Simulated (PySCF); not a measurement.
**Radial density of Hg⁺ (mercury, charge +1)**

UHF, [Xe] 4f14 5d9 6s1 6p1, one real determinant (an excited configuration). Computed with PySCF 2.14 in aug-cc-pwCVDZ-PP with ECP60MDF (6s6p5d3f, 70 functions), with a scalar-relativistic core potential. This is the valence pseudo-density: the core potential removes the inner electrons and smooths the orbitals near the nucleus.

```tsv
r (bohr)	4πr²ρ (e/bohr)	4πr²(ρα − ρβ)
0.0418	1.145e-05	0.0000
0.0703	3.838e-05	0.0000
0.118	0.0001919	0.0000
0.199	0.002507	0.0001
0.335	0.1148	0.0064
0.563	4.529	0.2018
0.947	18.02	0.7599
1.59	7.584	1.0047
2.68	1.482	0.9301
4.51	0.1879	0.1816
7.58	0.003691	0.0037
```

⟨L²⟩ = 8.04 against 12 for a pure F term, so this real determinant mixes terms. Energies and moments cover only the electrons outside the core potential. Spin-orbit coupling, absent here, splits the open shell strongly.
